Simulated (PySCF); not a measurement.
Compound: C8H5BF2.
SMILES with atom numbers: `[CH:1]#[C:2][c:3]1[cH:4][cH:5][c:6]([B:7]([F:8])[F:9])[cH:10][cH:11]1` (hydrogens: H12 on C1; H13 on C4; H14 on C5; H15 on C10; H16 on C11)

Computed with PySCF at wB97X-D/def2-SVPD, non-relativistic, on one gas-phase PBE0-D3(BJ)/def2-SVP geometry that isn't relaxed in the solvent. The solvent is an IEF-PCM continuum (Bondi radii, 1.10 Å for H, scaled by 1.2), and excitations are vertical TDDFT with non-equilibrium linear response and a frozen core. Specific hydrogen bonds and non-electrostatic terms are outside this model.

Gas-phase singlets (H = HOMO, L = LUMO):

```json
{"state": "S1", "E (eV)": "4.915", "λ (nm)": "252", "f": "0.019", "leading configurations": "H-1→L 72%, H→L+1 25%"}
{"state": "S2", "E (eV)": "4.994", "λ (nm)": "248", "f": "0.468", "leading configurations": "H→L 91%"}
{"state": "S3", "E (eV)": "5.350", "λ (nm)": "232", "f": "0.000", "leading configurations": "H-2→L 86%, H-2→L+4 12%"}
{"state": "S4", "E (eV)": "6.345", "λ (nm)": "195", "f": "0.238", "leading configurations": "H→L+1 72%, H-1→L 25%"}
{"state": "S5", "E (eV)": "6.437", "λ (nm)": "193", "f": "0.001", "leading configurations": "H→L+5 81%, H-3→L+5 14%"}
```

Problem. How does the list change in acetone (ε = 20.49)?

Solution. 
| state | E (eV) | λ (nm) | f | leading configurations | change by rank (eV) |
| --- | --- | --- | --- | --- | --- |
| S1 | 4.880 | 254 | 0.034 | H-1→L 77%, H→L+1 20% | -0.035 |
| S2 | 4.922 | 252 | 0.594 | H→L 93% | -0.072 |
| S3 | 5.404 | 229 | 0.000 | H-2→L 86%, H-2→L+4 12% | +0.054 |
| S4 | 6.283 | 197 | 0.304 | H→L+1 77%, H-1→L 21% | -0.062 |
| S5 | 6.489 | 191 | 0.000 | H→L+5 81%, H-3→L+5 15% | +0.052 |

Problem. How does the list change in water (ε = 78.36)?

Solution. 
```
state  E (eV)  λ (nm)      f  leading configurations  change by rank (eV)
   S1   4.881     254  0.033    H-1→L 77%, H→L+1 20%               -0.034
   S2   4.930     252  0.587                 H→L 93%               -0.064
   S3   5.408     229  0.000  H-2→L 86%, H-2→L+4 12%               +0.058
   S4   6.291     197  0.299    H→L+1 77%, H-1→L 21%               -0.054
   S5   6.493     191  0.000  H→L+5 81%, H-3→L+5 15%               +0.056
```

Problem. The ground-state energy changes by -0.200 eV from gas to water. By how much does the total energy of gas-phase S1 change?

Solution. E(S1) = E(S0) + excitation energy, so it changes by -0.200 − 0.034 = -0.234 eV: it is lowered more than the ground state, which is what a red shift means. This is the vertical state, with the slow part of the continuum still set for S0.

Problem. How do the frontier levels move from gas to water?

Solution. 
| orbital | gas (eV) | solvent (eV) | change (eV) | Löwdin shares, gas | Löwdin shares, solvent |
| --- | --- | --- | --- | --- | --- |
| LUMO+2 | 1.82 | 1.83 | +0.01 | B7 54 %, C10 5 %, C5 5 %, F9 5 % | B7 58 %, F9 6 %, F8 6 %, C10 4 % |
| LUMO+1 | 0.97 | 1.10 | +0.13 | C10 18 %, C5 18 %, C11 18 %, C4 18 % | C10 18 %, C5 18 %, C11 18 %, C4 18 % |
| LUMO | -0.39 | -0.32 | +0.07 | C6 16 %, C3 15 %, B7 10 %, C1 9 % | C6 16 %, C3 15 %, B7 11 %, C1 9 % |
| HOMO | -9.03 | -8.99 | +0.04 | C1 22 %, C2 17 %, C6 15 %, C3 14 % | C1 21 %, C2 17 %, C6 16 %, C3 14 % |
| HOMO-1 | -9.69 | -9.58 | +0.11 | C11 20 %, C4 20 %, C5 20 %, C10 20 % | C11 20 %, C4 20 %, C5 20 %, C10 20 % |
| HOMO-2 | -10.27 | -10.27 | 0.00 | C1 42 %, C2 40 %, C3 6 % | C1 42 %, C2 40 %, C3 6 % |
| HOMO-3 | -11.31 | -11.29 | +0.02 | C2 26 %, C1 20 %, C6 15 %, C3 11 % | C2 26 %, C1 20 %, C6 15 %, C3 11 % |

The HOMO–LUMO gap goes from 8.64 to 8.67 eV.

Conformer computed: `[CH:1]#[C:2][c:3]1[cH:4][cH:5][c:6]([B:7]([F:8])[F:9])[cH:10][cH:11]1`: C5–C6–B7–F8 -1°.

The pairwise dispersion term of wB97X-D wasn't added to the energies; at a given geometry it leaves orbitals and properties as they are.
